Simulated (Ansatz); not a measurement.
Consider the ligand exchange at a B–C bond: `BC(F)[SiH2]F` + `C=CN[SiH3]` → `BN([SiH3])C=C` + `FC[SiH2]F`.

Isolated molecules relaxed with PBE0-D4/def2-TZVP in Ansatz; ΔE leaves out vibrations. CCSD(T)/CBS adds triple-zeta CCSD(T) − MP2 to the extrapolated MP2 energy (def2 sets, frozen cores). This one scheme is used for every species. Functionals use def2-TZVPP. B3LYP here is the variant with VWN-RPA as its local correlation; programs differ in this. HSE06 is defined as in plane-wave codes. One conformer a species, not always the lowest.

```tsv
level	ΔE (kJ/mol)	difference from CCSD(T)/CBS
LDA (SPW92)	-111.5	8.6
PBE-D4	-107.7	12.4
revPBE-D4	-108.8	11.3
BLYP-D4	-112.4	7.7
r2SCAN-D4	-107.5	12.6
PBE0-D4	-110.5	9.6
r2SCANh-D4	-108.8	11.3
r2SCAN0-D4	-110.6	9.5
HSE06-D4	-110.4	9.7
BHLYP-D4	-116.4	3.7
CAM-B3LYP-D4	-114.4	5.7
ωB97X-V	-111.8	8.3
ωB97M-V	-113.1	7.0
B2PLYP	-115.5	4.6
PBE-QIDH	-116.0	4.1
PBE	-105.0	15.1
revPBE	-101.2	18.9
BLYP	-106.5	13.6
r2SCAN	-106.8	13.3
PBE0	-108.2	11.9
B3LYP	-109.4	10.7
r2SCANh	-108.0	12.1
HSE06	-108.2	11.9
BHLYP	-112.9	7.2
LC-ωPBE	-108.5	11.6
RPA@PBE/def2-TZVPP	-122.3	-2.2
HF/def2-SVP	-114.6	5.5
MP2/def2-SVP	-127.9	-7.8
CCSD/def2-SVP	-125.3	-5.2
CCSD(T)/def2-SVP	-127.4	-7.3
HF/def2-TZVPP	-112.9	7.2
MP2/def2-TZVPP	-123.7	-3.6
SCS-MP2/def2-TZVPP	-122.9	-2.8
CCSD/def2-TZVPP	-119.9	0.2
CCSD(T)/def2-TZVPP	-121.7	-1.6
HF/def2-QZVPP	-113.4	6.7
SCS-MP2/def2-QZVPP	-122.1	-2.0
HF/CBS(def2)	-113.4	6.7
MP2/CBS(def2)	-122.1	-2.0
CCSD/CBS(def2)	-118.3	1.8
CCSD(T)/CBS	-120.1	0
```

Largest T1 diagnostic among the species: 0.013.

In def2-TZVPP, CCSD(T) changes the Hartree–Fock value by −8.8 kJ/mol (the triples alone add −1.8 kJ/mol) and MP2 by −10.8 kJ/mol. At CCSD(T), def2-SVP lies −7.3 kJ/mol from the extrapolated value and def2-TZVPP −1.6 kJ/mol.
